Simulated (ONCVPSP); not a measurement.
Pseudopotential generation for Al (Z = 13): ONCV, PBE, scalar-relativistic.

Input for ONCVPSP 4.0.1:

```
# ATOM AND REFERENCE CONFIGURATION
# atsym  z   nc   nv     iexc    psfile
  Al 13.00    3    2        4      upf
#
#   n    l    f
    1    0    2.00
    2    0    2.00
    2    1    6.00
    3    0    2.00
    3    1    0.75
#
# PSEUDOPOTENTIAL AND OPTIMIZATION
# lmax
    2
#
#   l,   rc,      ep,       ncon, nbas, qcut
    0    2.00    0.00    3    8    3.70
    1    2.65    0.00    4    7    3.60
    2    2.85    0.03    5    9    2.90
#
# LOCAL POTENTIAL
# lloc, lpopt,  rc(5),   dvloc0
    4    5    1.40    6.00
#
# VANDERBILT-KLEINMAN-BYLANDER PROJECTORs
# l, nproj, debl
    0    2    3.60
    1    2    2.00
    2    1    1.10
#
# MODEL CORE CHARGE
# icmod, fcfact, rcfact
    0    0.00    0.00
#
# LOG DERIVATIVE ANALYSIS
# epsh1, epsh2, depsh
   -2.00    5.00    0.02
#
# OUTPUT GRID
# rlmax, drl
    6.00    0.01
#
# TEST CONFIGURATIONS
# ncnf
    4
# nvcnf
#   n    l    f
    2
    3    0    2.00
    3    1    1.00
#
    2
    3    0    2.00
    3    1    0.00
#
    2
    3    0    1.00
    3    1    0.00
#
    2
    3    0    2.00
    3    1    0.50
#
```

Command:

```bash
oncvpsp.x < Al.dat > Al.out
```

The program printed (shortened: citation, most of the input echo, consistency checks and plot data are left out):

```
ONCVPSP  (Optimized Norm-Conservinng Vanderbilt PSeudopotential)
scalar-relativistic version 4.0.1

#   n    l    f        energy (Ha)
    1    0    2.00    -5.5601518E+01
    2    0    2.00    -4.0422296E+00
    2    1    6.00    -2.6266398E+00
    3    0    2.00    -3.4428515E-01
    3    1    0.75    -1.5264748E-01

Reference configufation results
  iterations    27
  all-electron total energy (Ha)   -2.42653216D+02

Begin loop to  construct optimized pseudo wave functions
and semi-local pseudopoentials for all angular momenta

   Wellstate for l =  0  n =  5
     eigenvalue =   3.2557
     asymptotic potential =   3.7557
     half-point radius =  3.1674

Calculating optimized projector #   1

 for l=   0

    Fraction of norm inside rc  0.336454
    Optimizing pswf for qcut=   3.69 a_B^-1,  ecut=   6.81 Ha
    Residual kinetic energy error=  1.14D-04 Ha

    Energy error per electron        Cutoff
         Ha          eV             Ha
         0.01000     0.27211        3.25
         0.00100     0.02721        5.16
         0.00010     0.00272        7.44
         0.00001     0.00027       41.71

Calculating optimized projector #   2

 for l=   0

    Fraction of norm inside rc  0.153322
    Optimizing pswf for qcut=   3.69 a_B^-1,  ecut=   6.81 Ha
    Residual kinetic energy error=  5.27D-02 Ha

    Energy error per electron        Cutoff
         Ha          eV             Ha
         0.01000     0.27211       11.29
         0.00100     0.02721       50.93
         0.00010     0.00272       75.45

   Wellstate for l =  1  n =  5
     eigenvalue =   1.8474
     asymptotic potential =   2.3474
     half-point radius =  4.3416

Calculating optimized projector #   1

 for l=   1

    Fraction of norm inside rc  0.377048
    Optimizing pswf for qcut=   3.60 a_B^-1,  ecut=   6.50 Ha
    Residual kinetic energy error=  8.01D-06 Ha

    Energy error per electron        Cutoff
         Ha          eV             Ha
         0.01000     0.27211        1.31
         0.00100     0.02721        2.09
         0.00010     0.00272        3.05
         0.00001     0.00027        6.47

Calculating optimized projector #   2

 for l=   1

    Fraction of norm inside rc  0.236055
    Optimizing pswf for qcut=   3.60 a_B^-1,  ecut=   6.50 Ha
    Residual kinetic energy error=  6.11D-04 Ha

    Energy error per electron        Cutoff
         Ha          eV             Ha
         0.01000     0.27211        4.17
         0.00100     0.02721        6.29
         0.00010     0.00272       10.63
         0.00001     0.00027       25.60

   Wellstate for l =  2  n =  3
     eigenvalue =   0.0300
     asymptotic potential =   0.5300
     half-point radius = 13.6992

Calculating optimized projector #   1

 for l=   2

    Fraction of norm inside rc  0.095824
    Optimizing pswf for qcut=   2.90 a_B^-1,  ecut=   4.21 Ha
    Residual kinetic energy error=  4.78D-04 Ha

    Energy error per electron        Cutoff
         Ha          eV             Ha
         0.01000     0.27211        1.54
         0.00100     0.02721        3.50
         0.00010     0.00272       10.05
         0.00001     0.00027       32.25

Construct Vanderbilt / Kleinmman-Bylander projectors

B matrix Hermiticity error, ll=   0
   1   2   -1.2554E-04

  Orthonormal projector coefficients  3.0743E+00  8.1586E-01

B matrix Hermiticity error, ll=   1
   1   2   -4.0354E-05

  Orthonormal projector coefficients  4.6056E+01  2.7381E-01

Pseudoatom total energy   -1.905706

Diagnostic tests using Vanderbilt-Kleinman-Bylander pseudopotentials
  1 or more projectors used as specified by nproj input data

   l    rcore       rmatch      e in        delta e   norm test  slope test

   0   2.0089061   2.0699009  -0.3442851   0.0000181   1.0000486   0.9724054
   0   2.0089061   2.0699009   3.2557149   0.0005505   1.0000365   1.0000365

   1   2.6611217   2.7419191  -0.1526475  -0.0000001   1.0000119   1.0000255
   1   2.6611217   2.7419191   1.8473525   0.0000194   1.0000513   1.0000513

   2   2.8591734   2.9459841   0.0300000   0.0000009   1.0000006   1.0000006

 Testing for bound ghosts
   n   l    E NL Schr. Eq   E Basis Diag.   E Cutoff

   1   0       -0.344267       -0.339172     64.55

   2   1       -0.152648       -0.149020     31.20

 Testing for highly-localized positive-energy ghosts
       l    <radius>/rc     E Basis Diag.   E Cutoff

       1        0.356358       57.248400     31.20  WARNING - GHOST(+)

Test configuration 0

   n   l     f        eae           eps        diff
   1   0  2.0000  -55.60151779
   2   0  2.0000   -4.04222962
   2   1  6.0000   -2.62663980
   3   0  2.0000   -0.34428515   -0.34426708    1.81D-05
   3   1  0.7500   -0.15264748   -0.15264761   -1.31D-07

    Total energies and differences
      AE_ref= -2.42653216D+02  AE_tst= -2.42653216D+02  dif=  0.00D+00
      PS_ref= -1.90570618D+00  PS_tst= -1.90570618D+00  dif=  4.44D-16
      PSP excitation error= -4.44D-16

Test configuration 1

   n   l     f        eae           eps        diff
   1   0  2.0000  -55.53353116
   2   0  2.0000   -3.97499583
   2   1  6.0000   -2.55933530
   3   0  2.0000   -0.28491419   -0.28486408    5.01D-05
   3   1  1.0000   -0.09966782   -0.09963743    3.04D-05

    Total energies and differences
      AE_ref= -2.42653216D+02  AE_tst= -2.42684666D+02  dif= -3.15D-02
      PS_ref= -1.90570618D+00  PS_tst= -1.93715313D+00  dif= -3.14D-02
      PSP excitation error= -3.15D-06

Test configuration 2

   n   l     f        eae           eps        diff
   1   0  2.0000  -55.84548693
   2   0  2.0000   -4.28139008
   2   1  6.0000   -2.86614977
   3   0  2.0000   -0.54427607   -0.54447154   -1.95D-04

    Total energies and differences
      AE_ref= -2.42653216D+02  AE_tst= -2.42472946D+02  dif=  1.80D-01
      PS_ref= -1.90570618D+00  PS_tst= -1.72534002D+00  dif=  1.80D-01
      PSP excitation error= -9.55D-05

Test configuration 3

   n   l     f        eae           eps        diff
   1   0  2.0000  -56.31071886
   2   0  2.0000   -4.73212529
   2   1  6.0000   -3.31704612
   3   0  1.0000   -0.87271849   -0.86942929    3.29D-03

    Total energies and differences
      AE_ref= -2.42653216D+02  AE_tst= -2.41766424D+02  dif=  8.87D-01
      PS_ref= -1.90570618D+00  PS_tst= -1.01957237D+00  dif=  8.86D-01
      PSP excitation error=  6.58D-04

Test configuration 4

   n   l     f        eae           eps        diff
   1   0  2.0000  -55.67649395
   2   0  2.0000   -4.11605573
   2   1  6.0000   -2.70055887
   3   0  2.0000   -0.40769662   -0.40773215   -3.55D-05
   3   1  0.5000   -0.20951108   -0.20957328   -6.22D-05

    Total energies and differences
      AE_ref= -2.42653216D+02  AE_tst= -2.42608023D+02  dif=  4.52D-02
      PS_ref= -1.90570618D+00  PS_tst= -1.86050366D+00  dif=  4.52D-02
      PSP excitation error= -8.87D-06
```

The run took about 2.8 s on one core of a shared server CPU.
